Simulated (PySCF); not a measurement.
CH8FNOSi2, SMILES N([SiH2]CF)[SiH2]O. Atoms are numbered in the order given.

```xyz
14

O      2.3890     1.0943     1.4255
Si     2.0051    -0.1698     0.4067
N      0.4396    -0.0074    -0.3287
Si    -0.9901    -0.9915    -0.1900
C     -2.4698     0.2033    -0.2493
F     -2.2976     1.0093    -1.3822
H      1.7798     1.2626     2.1543
H      3.0915    -0.1374    -0.6027
H      1.9580    -1.4744     1.1274
H      0.3301     0.7582    -0.9951
H     -0.9625    -1.7305     1.1041
H     -1.1531    -1.9696    -1.3063
H     -2.5015     0.8566     0.6413
H     -3.4438    -0.3124    -0.3247
```
Charge 0, spin multiplicity 1.

Coordinates come from a B3LYP-D3(BJ)/def2-SVP optimisation. The structure was generated by enumeration, and PubChem lists no compound with its InChIKey, so it may never have been made. Other conformers were not sampled.

Calculation: PBE/pcSseg-1 run with PySCF.

GIAO shieldings, no solvent; atoms listed in one row are averaged. δ = σ(ref) − σ: ¹⁷O against H2O (σ = 334.3 ppm); ²⁹Si against TMS (σ = 335.4 ppm); ¹⁵N against NH3 (σ = 267.0 ppm); ¹³C against TMS (σ = 182.0 ppm); ¹⁹F against CFCl3 (σ = 133.6 ppm); ¹H against TMS (σ = 31.49 ppm), references at their B3LYP-D3(BJ)/def2-TZVP geometries, non-relativistic.

Computed chemical shifts:
```tsv
nucleus	atoms	count	δ (ppm)
¹⁷O	O1	1	70.9
²⁹Si	Si2	1	-28.8
²⁹Si	Si4	1	-37.4
¹⁵N	N3	1	43.3
¹³C	C5	1	86.1
¹⁹F	F6	1	-324.6
¹H	H9	1	5.34
¹H	H12	1	5.33
¹H	H8	1	5.25
¹H	H13, H14	2	5.07
¹H	H11	1	5.01
¹H	H7	1	1.60
¹H	H10	1	1.54
```
